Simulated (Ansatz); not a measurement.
Consider the redistribution: `[OH][SnH2][SeH]` + `C[NH][Al]([OH])[F]` → `[OH][Al]([F])[SeH]` + `C[NH][SnH2][OH]`.

Isolated molecules relaxed with PBE0-D4/def2-TZVP in Ansatz; ΔE leaves out vibrations. CCSD(T)/CBS is the MP2 limit (def2-TZVPP, def2-QZVPP) plus CCSD(T) − MP2 in def2-TZVPP, frozen cores. Functionals use def2-TZVPP. B3LYP here is the variant with VWN-RPA as its local correlation; programs differ in this. def2 core potentials past Kr. For Se, Sn outer-core shells are correlated without core-valence functions, which leaves a few kJ/mol of doubt a bond. Scalar relativity is left out up to krypton. Each species was taken in one conformer, which may not be the lowest.

`[OH][SnH2][SeH]`:

Cartesian coordinates in Å:
```
O 0.593 1.601 0.399
Sn 0.181 -0.311 0.574
Se -0.580 -1.188 -1.670
H 1.072 1.802 -0.409
H 1.596 -1.178 0.969
H -1.048 -0.334 1.746
H -1.814 -0.393 -1.609
```

`C[NH][Al]([OH])[F]`:

Z-matrix (Å, degrees):
```
C
N 1 1.449
H 1 1.096 2 112.2
H 1 1.092 2 109.9 3 119.2
H 1 1.096 2 112.2 3 -121.6
Al 2 1.752 1 127.6 3 -119.3
H 2 1.008 1 112.6 3 60.7
F 6 1.650 2 119.5 1 -180.0
O 6 1.687 2 119.4 1 0.0
H 9 0.955 6 124.0 2 -180.0
```

`[OH][Al]([F])[SeH]`:

```xyz
6

O     1.777    0.379   -0.167
Al    0.263   -0.301    0.090
F     0.198   -1.860    0.597
Se   -1.704    0.847   -0.233
H     1.937    1.274   -0.460
H    -2.471   -0.339    0.172
```

`C[NH][SnH2][OH]`:

Z-matrix (Å, degrees):
```
C
N 1 1.451
H 1 1.098 2 114.6
H 1 1.095 2 110.4 3 122.1
H 1 1.094 2 109.7 3 -120.6
Sn 2 2.011 1 120.9 3 75.2
H 2 1.010 1 112.0 3 -64.7
O 6 1.977 2 112.0 1 -56.7
H 6 1.697 2 108.5 1 55.4
H 6 1.707 2 106.9 1 -176.4
H 8 0.960 6 113.5 2 -68.7
```

| level | ΔE (eV) |
| --- | --- |
| PBE-D4 | 0.59 |
| PBE0-D4 | 0.61 |
| B3LYP-D4 | 0.66 |
| B2PLYP | 0.63 |
| PBE | 0.60 |
| PBE0 | 0.62 |
| HF/def2-TZVPP | 0.67 |
| SCS-MP2/def2-TZVPP | 0.57 |

**Question.** What does CCSD(T)/CBS give? (Best estimate.)

**Answer.** The calculation gave: +0.58 eV. The listed levels differ from it by 0.01, 0.03, 0.08, 0.05, 0.02, 0.04, 0.09, -0.01 eV.

Largest T1 diagnostic among the species: 0.013.

In def2-TZVPP, CCSD(T) changes the Hartree–Fock value by −0.12 eV (the triples alone add −0.02 eV) and MP2 by −0.11 eV.
